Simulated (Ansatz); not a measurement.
Wavefunction ladder for C2H4O3Ti (`C#[C][Ti]([OH])([OH])[OH]`)

```xyz
10

C    -0.0985    1.0377    2.4346
C    -0.0925    0.6031    1.3010
Ti   -0.0831   -0.1388   -0.6081
O    -1.3200   -1.4215   -0.6560
O     1.5714   -0.7197   -0.8931
O    -0.5247    1.1627   -1.7516
H    -0.1063    1.4233    3.4291
H    -1.5036   -2.2009   -0.1306
H     2.1228   -1.5001   -0.8665
H     0.0343    1.7541   -2.2588
```

Charge 0, multiplicity 1. Correlated methods include outer-core shells of Ti, which these sets cover unevenly. Scalar relativity is left out up to krypton. The geometry is a stationary point of PBE0-D4/def2-TZVP. It is one conformer, not always the lowest. Frozen core, restricted reference, the Gaussian-basis code of Ansatz.

```json
{"basis": "def2-SVP", "HF (Eh)": "-1150.78786", "MP2 corr.": "-1.13102"}
{"basis": "def2-TZVPP", "HF (Eh)": "-1151.29223", "MP2 corr.": "-1.45779"}
{"basis": "def2-QZVPP", "HF (Eh)": "-1151.32065", "MP2 corr.": "-1.57089"}
```

Task: Estimate the CCSD correlation energy and the (T) correction in each basis where they were run (hartree).

Result: 
```json
{"basis": "def2-SVP", "CCSD corr.": "-1.14403", "(T)": "-0.04959"}
{"basis": "def2-TZVPP", "CCSD corr.": "-1.45996", "(T)": "-0.07624"}
```
